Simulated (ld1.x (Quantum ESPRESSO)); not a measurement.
Values are calculated unless marked as measured or tabulated.
Potentials for fluorine (F) compared

Generated with ld1.x 7.5 (TM, RRKJ, ultrasoft, PAW), atompaw 4.2 or ONCVPSP 4.0.1. The cutoff is in Ry: for ld1.x and atompaw files where the sum of valence levels is converged to 10 mRy in a Bessel basis, for ONCV files where the hardest occupied wave has 1 mHa per electron of residual kinetic energy. The error is the largest all-electron minus pseudo excitation energy over each file’s own four to seven test configurations (ionisations up to +4, promotions, holes and added fractions of an electron), all of which were solved. The labels leave out finer settings (local radius, basis sizes, second energies), which also bear on the numbers. Spin-polarised tests are not counted. The rows are a selection from randomly drawn settings: files with unsolved tests, undetermined cutoffs or missed reference levels are left out.

```csv
potential,cutoff (Ry),largest error (meV),bound ghosts
"TM, BLYP, scalar-relativistic, rc 0.60/1.05 (sp), local s, core correction no, reference 2s2 2p5",180,+795,none
"PAW, LDA (PZ), scalar-relativistic, rc 0.70/1.50 (sp), local smoothed, core correction yes, reference 2s1.75 2p5.25",55,+908,none
"PAW, LDA (PZ), scalar-relativistic, rc 0.90/1.55 (sp), local smoothed, core correction yes, reference 2s2 2p5",35,+16,none
"TM semilocal, PW91, scalar-relativistic, rc 0.85/1.85 (sp), local s, core correction yes, reference 2s2 2p5",100,+5851,none
```

(1) Fill in the row for F: RRKJ, LDA (PZ), scalar-relativistic, rc 0.70/1.30 (sp), local smoothed, core correction yes, reference 2s2 2p5.

(2) Fill in the row for F: RRKJ, PBEsol, non-relativistic, rc 0.60/1.44/1.44 (spd), local d, core correction yes, reference 2s2 2p4.5.

(3) Fill in the row for F: TM semilocal, LDA (PZ), scalar-relativistic, rc 0.85/1.05/0.90 (spd), local p, core correction yes, reference 2s2 2p5.

Results:

(1) cutoff 200 Ry, largest error +668 meV, bound ghosts: none.

(2) cutoff 300 Ry, largest error +962 meV, bound ghosts: none.

(3) cutoff 140 Ry, largest error +670 meV, bound ghosts: none.
